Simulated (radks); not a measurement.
Results of a calculation; reference values are marked as such.
Task: The table gives one normalised radial function P(r) = r R(r) of W in [Xe] 4f14 5d4 6s2 (r in bohr). Code: a radial shooting solver on a logarithmic mesh with Libxc functionals. Model: scalar-relativistic Kohn-Sham, LB94 model potential, spin-polarised, spherical densities, finite nucleus; open shells are filled with parallel spins first (spin-orbit coupling, left out, can overturn this in heavy ions); Fermi nuclear charge, rms radius 5.3658 fm.

| r | P |
|---|---|
| 0.001246 | 0.0000 |
| 0.00145 | 0.0000 |
| 0.001702 | 0.0000 |
| 0.001981 | 0.0000 |
| 0.002306 | 0.0000 |
| 0.002685 | 0.0001 |
| 0.003125 | 0.0001 |
| 0.003638 | 0.0002 |
| 0.004236 | 0.0002 |
| 0.004931 | 0.0004 |
| 0.00574 | 0.0005 |
| 0.006683 | 0.0008 |
| 0.007842 | 0.0012 |
| 0.00913 | 0.0018 |
| 0.01063 | 0.0027 |
| 0.01237 | 0.0040 |
| 0.0144 | 0.0059 |
| 0.01677 | 0.0087 |
| 0.01952 | 0.0126 |
| 0.02273 | 0.0182 |
| 0.02646 | 0.0259 |
| 0.0308 | 0.0363 |
| 0.03586 | 0.0502 |
| 0.04208 | 0.0692 |
| 0.04899 | 0.0916 |
| 0.05703 | 0.1182 |
| 0.06639 | 0.1477 |
| 0.07729 | 0.1777 |
| 0.08998 | 0.2040 |
| 0.1047 | 0.2207 |
| 0.1219 | 0.2207 |
| 0.142 | 0.1969 |
| 0.1653 | 0.1440 |
| 0.1939 | 0.0561 |
| 0.2258 | -0.0511 |
| 0.2628 | -0.1660 |
| 0.306 | -0.2662 |
| 0.3562 | -0.3276 |
| 0.4147 | -0.3302 |
| 0.4828 | -0.2641 |
| 0.562 | -0.1333 |
| 0.6543 | 0.0454 |
| 0.7617 | 0.2454 |
| 0.8867 | 0.4377 |
| 1.041 | 0.6042 |
| 1.211 | 0.7111 |
| 1.41 | 0.7602 |
| 1.642 | 0.7527 |
| 1.911 | 0.6973 |
| 2.225 | 0.6081 |
| 2.59 | 0.5010 |
| 3.016 | 0.3902 |
| 3.511 | 0.2865 |
| 4.087 | 0.1969 |
| 4.796 | 0.1220 |
| 5.583 | 0.0706 |
| 6.5 | 0.0366 |
| 7.567 | 0.0167 |
| 8.809 | 0.0066 |
| 10.26 | 0.0022 |

Which n and l does it have? It may be an empty orbital.

Result: n = 5, l = 2: the number of nodes gives n - l - 1 = 2, the rise at small r (about r^(l+1), flatter next to the nucleus through relativity) gives l, and the extent must fit the shell. The curve is that of 5d up; the table hardly tells the two spins apart. 5d up: eigenvalue -9.629 eV, 2 radial nodes at r = 0.211, 0.631 bohr, <r> = 1.98 bohr, 90 % of the charge inside 3.14 bohr.
